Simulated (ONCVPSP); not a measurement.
## Before and after: ONCV potential for Ar (Z = 18)

```
Element                 : Ar (Z = 18)
Generator               : ONCVPSP 4.0.1
Type                    : optimised norm-conserving Vanderbilt (ONCV)
Functional              : BLYP
Relativity              : fully relativistic
Frozen core             : [He]
Valence charge          : 16
Reference configuration : 2s2 2p6 3s2 3p6
Partial waves           : 2s+3s: rc 0.65 bohr, ncon 4, nbas 8, qcut 17.1 1/bohr, 2 projectors; 2p+3p: rc 0.60 bohr, ncon 5, nbas 8, qcut 20.5 1/bohr, 2 projectors; d scattering state at 0.04 Ha: rc 0.65 bohr, ncon 5, nbas 8, qcut 16.4 1/bohr, 1 projector
Local potential         : polynomial inside 0.45 bohr (lpopt 5, dvloc0 6 Ha)
Core correction         : none
```

Open shells are filled in proportion to 2j + 1.

All-electron outer shells of the reference configuration (BLYP, scalar-relativistic, ld1.x):

```tsv
shell	level (eV)	outermost node (bohr)	outermost maximum (bohr)
1s	-3122.02	–	0.06
2s	-296.93	0.12	0.34
2p	-230.03	–	0.28
3s	-24.13	0.52	1.17
3p	-10.14	0.49	1.28
```

Change: all radii scaled by about 1.18 (s 0.76, p 0.72, d 0.76 bohr); local potential polynomial inside 0.54 bohr (lpopt 5, dvloc0 6 Ha).

Cutoffs: the cutoffs (Ha) at which the residual kinetic energy of the hardest occupied pseudo-wave falls to 1 and 0.1 mHa per electron; they do not see the model core or the augmentation charge, which bear on the density cutoff. Errors are all-electron minus pseudo energies relative to the spin-unpolarised reference configuration.

**Question.** What does the change do?

**Answer.** The potential gets softer (290 Ha and 525 Ha → 183 Ha and 205 Ha); of the 4 tests that both files solve, the error grows in 0 and shrinks in 2 by more than 15 % and 0.3 meV (median size 16.4 → 14.6 meV); neither file shows a bound ghost. A larger radius leaves more room for a smooth pseudo-wave, so fewer plane waves are needed.

```csv
quantity,base,changed
"cutoff, loose",290 Ha,183 Ha
"cutoff, tight",525 Ha,205 Ha
loose cutoff by channel,"s 104 Ha, p 290 Ha","s 57 Ha, p 183 Ha"
bound ghosts,none,none
GHOST(+) flags under 300 eV,none,none
"error for 2s2 2p6 3s2 3p5, meV [ΔE 15.92 eV]",+3.8,+2.9
"error for 2s2 2p6 3s2 3p4, meV [ΔE 44.43 eV]",+11,+8.8
"error for 2s2 2p6 3s2 3p3, meV [ΔE 86.87 eV]",+22,+20
"error for 2s2 2p6 3s2 3p2, meV [ΔE 144.38 eV]",+42,+42
```
